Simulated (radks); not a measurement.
The numbers below are computed, except where a source is named.
Task: Code: a radial shooting solver on a logarithmic mesh with Libxc functionals. Model: scalar-relativistic Kohn-Sham, LDA (Slater exchange, Perdew-Wang correlation), spin-polarised, spherical densities, finite nucleus; open shells are filled with parallel spins first (spin-orbit coupling, left out, can overturn this in heavy ions); Fermi nuclear charge, rms radius of each element as measured or else 0.836 A^(1/3) + 0.57 fm. Response by self-consistent Sternheimer equations with the Hartree and adiabatic LDA kernel, the relativistic mass of each level held fixed and spin-orbit coupling left out. For heavy and open-shell atoms this level of theory can miss by tens of per cent. Rank Ni3+, Te3+, In+, Br, Nd (NIST ground configurations) by static dipole polarisability, largest first.

Result: Nd 188.8, In+ 22.77, Br 22.23, Te3+ 10.16, Ni3+ 1.788 bohr^3.
